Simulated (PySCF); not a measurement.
Molecule: `O=CCCC(F)(F)F`, C₄H₅F₃O.

Bonds (- single, = double, # triple, : aromatic): O1=C2, C2-C3, C3-C4, C4-C5, C5-F6, C5-F7, C5-F8. C2 carries H9; C3 carries H10, H11; C4 carries H12, H13.

Frames of a GFN2-xTB Langevin trajectory at 400 K; GIAO PBE0/pcSseg-1 shieldings in PySCF, gas phase, non-relativistic; equivalent atoms averaged within each frame.

Referencing at the same level of theory: H2O for 17O (336.08 ppm); 13C (186.93 ppm) and 1H (31.72 ppm) vs TMS; CFCl3 for 19F (170.95 ppm). The references are static minima.

**Question.** How do the shifts (ppm) fluctuate along the trajectory?

**Answer.** 
| time (fs) | O1 | C2 | C5 | C3 | C4 | F6/F7/F8 | H9 | H10/H11 | H12/H13 |
| --- | --- | --- | --- | --- | --- | --- | --- | --- | --- |
| 250 | 598.0 | 184.8 | 136.1 | 40.8 | 29.9 | -74.1 | 9.75 | 3.25 | 2.91 |
| 425 | 676.5 | 188.8 | 130.7 | 35.4 | 34.6 | -81.2 | 10.13 | 2.11 | 2.49 |
| 625 | 687.6 | 202.3 | 144.2 | 43.4 | 31.7 | -55.3 | 10.49 | 2.71 | 2.93 |
| 800 | 650.8 | 199.5 | 142.8 | 47.9 | 30.1 | -57.2 | 10.23 | 2.94 | 2.10 |
| 1000 | 710.8 | 201.5 | 141.1 | 43.5 | 39.9 | -72.1 | 10.77 | 3.52 | 2.81 |
| mean of frames | 664.7 | 195.4 | 139.0 | 42.2 | 33.2 | -68.0 | 10.28 | 2.91 | 2.65 |
| standard deviation | 43.1 | 8.0 | 5.5 | 4.6 | 4.2 | 11.2 | 0.38 | 0.54 | 0.35 |

5 frames give an uncertainty of the mean of about the standard deviation over 2.2 at best, since frames this close in time may not be independent; classical motion lacks zero-point vibration, and the reference would need the same averaging.
